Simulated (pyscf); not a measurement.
# `[NH2][AlH2]`, singlet

Gas-phase minimum from PySCF at ωB97X-D3(BJ)/def2-SVP, one conformer. 

SMILES: [NH2][AlH2]
```xyz
6

N     -1.4193    -0.6766    -0.6265
Al    -0.6649     0.5081     0.4559
H     -1.5373    -1.6638    -0.4215
H     -1.7959    -0.4707    -1.5465
H     -0.1302     0.0018     1.8597
H     -0.5661     2.0114    -0.0372
```

Bonded distances (Å): N1–Al2 1.773, N1–H3 1.015, N1–H4 1.015, Al2–H5 1.585, Al2–H6 1.585. Angles (°): Al2–N1–H3 125.2, Al2–N1–H4 125.1, H3–N1–H4 109.7, N1–Al2–H5 118.1, N1–Al2–H6 118.0, H5–Al2–H6 123.9.

Properties at ωB97X-D3(BJ)/def2-SVP:

```json
{
 "harmonic_wavenumbers_unscaled": "425, 489, 490, 622, 738, 769, 849, 1541, 1965, 1966, 3618, 3706 cm⁻¹",
 "zero_point_energy": "24.6 kcal/mol",
 "rotational_symmetry_number": "2",
 "Entropy of this conformer at 298 K and 1 atm, rigid rotor and harmonic oscillator, modes under 100 cm⁻¹ raised to 100": "250.9 J/(mol K)",
 "dipole_moment": "1.46 D"
}
```

Single-point totals, which compare only within one level (frozen core for MP2 and CC):

| level | total energy (hartree) |
|---|---|
| ωB97X-D3(BJ)/def2-TZVP | -299.68623 |
| PBE/def2-TZVP | -299.42382 |
| r²SCAN/def2-TZVP | -299.57619 |
| B3LYP-D3(BJ)/def2-TZVP | -299.67387 |
| PBE0-D3(BJ)/def2-TZVP | -299.45525 |
| M06-2X/def2-TZVP | -299.58782 |
| ωB97M-D3(BJ)/def2-TZVP | -299.69242 |
| HF/def2-TZVPP | -298.75402 |
| MP2/def2-TZVPP | -299.06040 |
| CCSD/def2-TZVPP | -299.08464 |
| CCSD(T)/def2-TZVPP | -299.09524 |

The CCSD(T) − MP2 part came from Ansatz, without density fitting, on the same reference.
